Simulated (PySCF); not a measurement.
This PySCF input asks for the NMR shieldings of SMILES B(C=C=C(C)C#N)(Cl)Cl, C$_{5}$H$_{4}$BCl$_{2}$N; the geometry comes from GFN2-xTB.

```python
import basis_set_exchange as bse
import numpy as np
from pyscf import gto, dft
from pyscf.prop import nmr

atoms = """
C    -1.992141    0.229671   -0.667734
C    -0.945414    0.007254    0.390845
C     0.249001   -0.468106    0.162614
C     1.465783   -0.879891   -0.068894
B     2.648698    0.071897   -0.390451
Cl    2.404907    1.772276   -0.503394
Cl    4.222045   -0.571291   -0.648319
C    -1.312679    0.328172    1.721027
N    -1.639986    0.591826    2.786579
H    -2.878436   -0.362828   -0.444095
H    -1.604793   -0.051877   -1.643105
H    -2.278341    1.280228   -0.683601
H     1.656967   -1.946842   -0.029199
"""
names = dict.fromkeys(["C", "B", "Cl", "N", "H"], "pcSseg-1")
basis = {el: gto.basis.parse(bse.get_basis(n, elements=[el], fmt="nwchem")) for el, n in names.items()}
mol = gto.M(atom=atoms, basis=basis, charge=0, verbose=0)
mf = dft.RKS(mol, xc="PBE0")
mf.grids.level = 2
mf.grids.alignment = dft.numint.BLKSIZE   # the property module wants whole blocks of grid points
mf.conv_tol = 1e-9
mf.kernel()

calc = nmr.RKS(mf)   # GIAO
C = mf.mo_coeff
Co = C[:, mf.mo_occ > 0]
resp = mf.gen_response(singlet=True, hermi=2)
def vind(x):   # induced exchange potential for any number of trial vectors
    d = np.einsum("pi,xij,qj->xpq", C, 2 * x.reshape(-1, C.shape[1], Co.shape[1]), Co, optimize=True)
    return np.einsum("xpq,pi,qj->xij", resp(d - d.transpose(0, 2, 1)), C, Co, optimize=True).ravel()
mo1, _ = nmr.rhf.solve_mo1(calc, with_cphf=vind)
sigma = calc.kernel(mo1)
for i, s in enumerate(sigma):   # ppm
    w = np.linalg.eigvalsh((s + s.T) / 2)
    print("%2d %-2s iso %8.1f  s11 %8.1f  s22 %8.1f  s33 %8.1f" % (i, mol.atom_pure_symbol(i), w.mean(), *w))
```

Problem. What does it print?

Solution. 
```
 0 C  iso    167.3  s11    157.3  s22    160.6  s33    184.0
 1 C  iso    105.0  s11     26.3  s22    129.3  s33    159.4
 2 C  iso    -56.2  s11    -74.9  s22    -69.3  s33    -24.4
 3 C  iso     89.0  s11     13.0  s22    103.9  s33    150.0
 4 B  iso     47.2  s11     22.3  s22     30.1  s33     89.2
 5 Cl iso    699.8  s11    411.5  s22    751.9  s33    936.1
 6 Cl iso    669.3  s11    403.1  s22    714.8  s33    889.9
 7 C  iso     69.7  s11    -45.1  s22    -41.8  s33    296.0
 8 N  iso    -60.3  s11   -205.9  s22   -203.9  s33    228.8
 9 H  iso     29.6  s11     25.3  s22     27.4  s33     36.0
10 H  iso     29.9  s11     25.7  s22     28.7  s33     35.2
11 H  iso     29.5  s11     25.5  s22     27.6  s33     35.3
12 H  iso     25.6  s11     22.5  s22     25.7  s33     28.6
```

These numbers come from an equivalent density-fitted implementation of the same equations, which agrees with the script to about 0.01 ppm for H and up to a few tenths of a ppm for heavy atoms, so last digits may differ.

Size and cost of the density-fitted run: 187 basis functions, 39 s wall time on 1 thread of an Arm Neoverse V1, shared host; peak memory 0.88 GiB.
